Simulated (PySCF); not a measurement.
Cost of one run: shielding job, `CCC#CC[NH2+]C`.

Method: GIAO PBE0/pcSseg-1 NMR shielding, non-relativistic, gas phase (PySCF 2.14.0, density-fitted response routines). Geometry: GFN2-xTB. Work: shieldings, charges and field gradients, density and orbital grids written, density fitting. The input is one job of a driver script: a line of settings, then coordinates in Å.

Command:
```bash
OMP_NUM_THREADS=1 python probes_run.py task.json out
```

Input:
```
{"job": {"kind": "nmr", "xc": "PBE0", "basis": "pcSseg-1"}, "charge": 1, "multiplicity": 1}
C     -3.636147     0.492127    -0.313489
C     -2.687014    -0.707533    -0.260857
C     -1.314091    -0.271033    -0.298852
C     -0.186484     0.141055    -0.332912
C      1.175838     0.629985    -0.377993
N      2.130867    -0.468309    -0.011914
C      3.546108    -0.054517    -0.030068
H     -4.664384     0.143712    -0.286370
H     -3.469363     1.149761     0.535748
H     -3.484891     1.060830    -1.227430
H     -2.853070    -1.274231     0.659061
H     -2.871121    -1.368842    -1.111222
H      1.422236     0.981403    -1.383839
H      1.308090     1.454587     0.328083
H      1.982936    -1.247354    -0.666608
H      1.876665    -0.810838     0.923554
H      4.190697    -0.890126     0.234366
H      3.706697     0.752187     0.683122
H      3.816628     0.296387    -1.024349
```

Hardware: one thread of an AMD EPYC 7R43, no GPU, shared host with 256 logical CPUs at a one-minute load of 90. PySCF's memory limit was set to 1040 MB.

**Question.** How large is the basis?

**Answer.** 179 functions for 54 electrons, with 918 fitting functions; the fitted three-index integrals, 918 × 179 × 180/2 numbers of 8 bytes, come to 110 MiB.

**Question.** What wall time should be expected on this hardware?

**Answer.** About 37 s. The SCF took 14 cycles.

**Question.** How much memory does it need at the peak?

**Answer.** About 0.74 GiB. Peak memory is the resident size of the whole Python process, interpreter and libraries included.

The SCF part of the output:
```
coarse grid: 15024 points
cycle   1  E = -289.8148669016  dE =  1.047e+00  |g| = 4.696e-01  |ddm| = 4.091e+00
cycle   2  E = -289.7858741361  dE =  2.899e-02  |g| = 6.077e-01  |ddm| = 1.108e+00
cycle   3  E = -289.8712080191  dE = -8.533e-02  |g| = 1.546e-01  |ddm| = 6.259e-01
cycle   4  E = -289.8755117868  dE = -4.304e-03  |g| = 7.627e-02  |ddm| = 1.569e-01
cycle   5  E = -289.8768601647  dE = -1.348e-03  |g| = 1.267e-02  |ddm| = 5.750e-02
cycle   6  E = -289.8768919050  dE = -3.174e-05  |g| = 3.758e-03  |ddm| = 1.222e-02
cycle   7  E = -289.8768950564  dE = -3.151e-06  |g| = 5.207e-04  |ddm| = 4.020e-03
final grid: 142704 points
cycle   8  E = -289.9163530125  dE = -4.485e-05  |g| = 8.605e-03  |ddm| = 6.451e-02
cycle   9  E = -289.9163512153  dE =  1.797e-06  |g| = 9.167e-03  |ddm| = 1.813e-02
cycle  10  E = -289.9163713634  dE = -2.015e-05  |g| = 1.215e-03  |ddm| = 8.134e-03
cycle  11  E = -289.9163716734  dE = -3.100e-07  |g| = 4.463e-04  |ddm| = 1.182e-03
cycle  12  E = -289.9163717173  dE = -4.388e-08  |g| = 1.466e-04  |ddm| = 4.249e-04
cycle  13  E = -289.9163717223  dE = -5.031e-09  |g| = 2.544e-05  |ddm| = 1.665e-04
cycle  14  E = -289.9163717224  dE = -1.165e-10  |g| = 8.517e-06  |ddm| = 2.211e-05
converged SCF energy = -289.9163717224
```

On the final grid dE counts from the start density on that grid.

The host was shared with other jobs, so the times are rough.
